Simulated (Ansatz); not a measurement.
Calculated with Ansatz (gas phase, PBE0-D4/def2-TZVP geometries, no zero-point term in ΔE). CBS: MP2 limit from def2 TZ/QZ plus the TZ coupled-cluster correction, frozen cores. Functionals use def2-TZVPP. B3LYP here is the variant with VWN-RPA as its local correlation; programs differ in this. Elements past krypton have def2 core potentials. For In outer-core shells are correlated without core-valence functions, which leaves a few kJ/mol of doubt a bond. One conformer a species, not always the lowest.

Consider the redistribution: `[SiH3]B[CH2][InH2]` + `C[SiH2]F` → `C[SiH2]B[SiH3]` + `F[CH2][InH2]`.

Q: Is it downhill or uphill in electronic energy at CCSD(T)/CBS, and by how much? (Estimate.)

A: The calculation gave: Uphill: ΔE = +351.2 kJ/mol.

Q: What do these levels give: B3LYP-D4, ωB97X-V, ωB97M-V, HF/def2-TZVPP, SCS-MP2/def2-QZVPP, CCSD/CBS(def2)? (Estimate.)

A: Computed: B3LYP-D4 320.5, ωB97X-V 318.7, ωB97M-V 336.3, HF/def2-TZVPP 303.2, SCS-MP2/def2-QZVPP 355.3, CCSD/CBS(def2) 344.4 kJ/mol.

Largest T1 diagnostic among the species: 0.014.

From PBE to PBE0 (25 % exact exchange), in def2-TZVPP and without D4, ΔE moves by +7.3 kJ/mol. In def2-TZVPP, CCSD(T) changes the Hartree–Fock value by +37.3 kJ/mol (the triples alone add +6.8 kJ/mol) and MP2 by +63.1 kJ/mol. The D4 term adds +5.8 kJ/mol with B3LYP and +2.7 kJ/mol with PBE0; it sums over pairs of atoms, weighted by their polarisabilities, and B3LYP, whose exchange is more repulsive, gets the larger term.
